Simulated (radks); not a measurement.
Question: All-electron atom: Ge+ in [Ar] 3d10 4s1 4p2 (not the ground configuration). Calculated with a radial shooting solver on a logarithmic mesh with Libxc functionals: Dirac Kohn-Sham, PBE, spin-unpolarised, spherical densities, point nucleus; open shells fill j = l - 1/2 first. Some entries of the table are withheld. Estimate them.

orbital  occ.  eigenvalue (hartree)  r(max) (bohr)  <r^2> (bohr^2)
1s1/2       2                   (1)        0.03072        0.002973
2s1/2       2             -50.78199            (2)         0.05197
2p1/2       2             -45.21185         0.1392             (3)
2p3/2       4             -44.04049         0.1421             (4)
3s1/2       2              -6.58149            (5)          0.4494
3p1/2       2              -4.74509         0.5377          0.4818
3p3/2       4              -4.58794         0.5461          0.4979
3d3/2       4              -1.47880         0.5020          0.6808
3d5/2       6              -1.45723         0.5049          0.6907
4s1/2       1              -0.76227          1.700           4.624
4p1/2       2              -0.44544          2.041           7.139
4p3/2       0              -0.43602          2.074           7.353

Answer: 
(1) 1s1/2 eigenvalue (hartree): -403.0901
(2) 2s1/2 r(max) (bohr): 0.1761
(3) 2p1/2 <r^2> (bohr^2): 0.04034
(4) 2p3/2 <r^2> (bohr^2): 0.04183
(5) 3s1/2 r(max) (bohr): 0.5425
